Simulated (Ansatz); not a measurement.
`C#CO[SiH3]` + `O[CH2][ZnH]` → `[SiH3]O[CH2][ZnH]` + `C#CO` at 298.15 K and 1 bar (ligand exchange at the Si–O bond).

Calculated with Ansatz (gas phase, PBE0-D4/def2-TZVP geometries, no zero-point term in ΔE). CBS: MP2 limit from def2 TZ/QZ plus the TZ coupled-cluster correction, frozen cores. This one scheme is used for every species. For Zn outer-core shells are correlated without core-valence functions, which leaves a few kJ/mol of doubt a bond. Scalar relativity is left out up to krypton. One conformer a species, not always the lowest.

```tsv
species	CCSD(T)/CBS energy (Eh)	H − E (kJ/mol)	S (J/(mol·K))
`C#CO[SiH3]`	-442.69805	143.6	306.7
`O[CH2][ZnH]`	-1893.96502	138.6	295.4
`[SiH3]O[CH2][ZnH]`	-2184.28160	184.4	353.0
`C#CO`	-152.38380	96.3	247.0
```

H − E and S are ideal-gas, rigid-rotor, harmonic terms from PBE0-D4/def2-TZVP, for one conformer and one mirror image of each species. 1 Eh = 2625.50 kJ/mol, R = 8.31446 J/(mol·K).

Problem. By hand: ΔE, ΔH, ΔS and ΔG.

Solution. ΔE = (-2184.28160) + (-152.38380) − (-442.69805) − (-1893.96502) = -0.00233 Eh = -6.1 kJ/mol. Δ(H − E) = 184.4 + 96.3 − 143.6 − 138.6 = -1.5, so ΔH = -7.6 kJ/mol. ΔS = 353.0 + 247.0 − 306.7 − 295.4 = -2.1 J/(mol·K). ΔG = -7.6 − 298.15 × (-2.1)/1000 = -7.0 kJ/mol.

Problem. By hand: the equilibrium constant, and the temperature at which ΔG would vanish if ΔH and ΔS stayed fixed.

Solution. log₁₀ K = −ΔG/(RT ln 10) = 1.2. ΔG = 0 at ΔH/ΔS = 3619 K, far beyond where these terms or the molecules hold.

The number of gas molecules stays the same, so ΔS is small and ΔH decides. A doubt of 5 kJ/mol in ΔE shifts log₁₀ K by 0.9 here. Other conformers and mirror images would add mixing entropy, several J/(mol·K) or more a flexible species. Modes under 60 cm⁻¹, often nearly free rotors, make the harmonic entropy too high. These are equilibria of isolated gas molecules and say nothing of rates. Largest T1 diagnostic: 0.014 (customary marks: 0.02 for closed shells, 0.045 for open ones).
